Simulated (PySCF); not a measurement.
Compound: C6H10O.
SMILES: `C1CC[C@H]2O[C@H]2C1`

The closed-shell ground state was solved at several levels (PySCF, density fitting, gas phase, non-relativistic). One conformer (not necessarily the lowest) at the PBE0-D3(BJ)/def2-SVP geometry, without solvent, vibrations or thermal averaging.

| level | basis functions | total energy (Eh) | HOMO (eV) | LUMO (eV) | gap (eV) | dipole (D) |
| --- | --- | --- | --- | --- | --- | --- |
| wB97X-D/pcSseg-1 | 169 | -309.7141 | -9.51 | 3.21 | 12.72 | 1.98 |
| PBE0/pcSseg-1 | 169 | -309.4544 | -7.58 | 1.38 | 8.96 | 1.91 |
| B3LYP/pcJ-1 | 289 | -309.8663 | -7.29 | 1.10 | 8.39 | 1.91 |

(1) Estimate the row for CAM-B3LYP/def2-SVPD, a basis of 223 functions; the other rows only guide the guess.

(2) Over all these levels, which gives the widest orbital gap and which the narrowest?

(3) How far do the dipole and the HOMO energy spread over the levels?

Answers

(1) Total energy -309.4809 Eh, HOMO -9.13 eV, LUMO 1.37 eV, gap 10.50 eV, dipole 2.00 D.

(2) wB97X-D/pcSseg-1 (range-separated hybrid) has the widest, 12.72 eV, and B3LYP/pcJ-1 (global hybrid, 20 % exact exchange) the narrowest, 8.39 eV. Functional and basis both differ between the two, so the spread mixes both effects.

(3) The dipole runs from 1.91 to 2.00 D (mean 1.95 D) and the HOMO from -9.51 to -7.29 eV.

The pairwise dispersion term of wB97X-D wasn't added to the energies; at a given geometry it leaves orbitals and properties as they are.
